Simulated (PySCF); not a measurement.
# Exercise with solution: oscillator strength and radiative lifetime

C₅H₅F, SMILES C=C=CC(=C)F.

Geometry optimised at PBE-D3(BJ)/def2-SVP. This is a generated structure with no PubChem entry under its InChIKey; it may be hypothetical. One conformer was computed; it need not be the lowest.

PySCF with TDA-PBE/def2-SVPD puts the first singlet state with f over 0.02 at 5.71 eV (vertical), with the transition dipole (0.223, 2.138, 0.000) in atomic units.

### Question
Find the oscillator strength, the wavelength and the radiative lifetime that this transition would have in vacuum if emission retraced absorption.

### Answer

|μ|² = 4.6208 au, so |μ| = 5.46 D. ΔE = 5.71/27.211 = 0.2098 hartree. f = (2/3) ΔE |μ|² = 0.646 (the program prints 0.647).
λ = 1239.84/5.71 = 217 nm; ν = 46054 cm⁻¹.
Einstein's coefficient A = 0.6670 ν² f s⁻¹ (ν in cm⁻¹) = 9.1e8 s⁻¹, so τ = 1/A = 1.1 ns. This state is S3; the lower singlets have f = 0.000, 0.000. The figure is the radiative limit of this one transition; relaxation, internal conversion, crossing to triplets and a medium change what is measured.
